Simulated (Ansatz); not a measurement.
`BN(CC)[SiH2]Cl`. Charge 0, multiplicity 1.

Cartesian coordinates in Å:
```
B 0.209 1.861 0.231
N 0.164 0.544 -0.241
C -1.022 -0.298 -0.034
C -0.935 -1.110 1.243
Si 1.494 -0.140 -1.117
Cl 0.982 -0.393 -3.095
H -0.743 2.308 0.807
H 1.194 2.516 0.050
H -1.149 -0.961 -0.897
H -1.898 0.353 -0.008
H -0.856 -0.450 2.110
H -0.064 -1.768 1.236
H -1.827 -1.730 1.363
H 1.797 -1.498 -0.610
H 2.654 0.766 -1.041
```

Problem. Give the diagnostics of a CCSD(T)/def2-TZVPP run (frozen core, the Gaussian-basis code of Ansatz). (Best estimate.)

Solution. The calculation gave: T1 = 0.0112, largest single amplitude 0.033, largest double 0.027, (T) share of the correlation energy 3.9 %, 9 CCSD cycles. The RHF solution is stable towards an unrestricted one. T1 lies under the customary mark of 0.02 for closed shells.
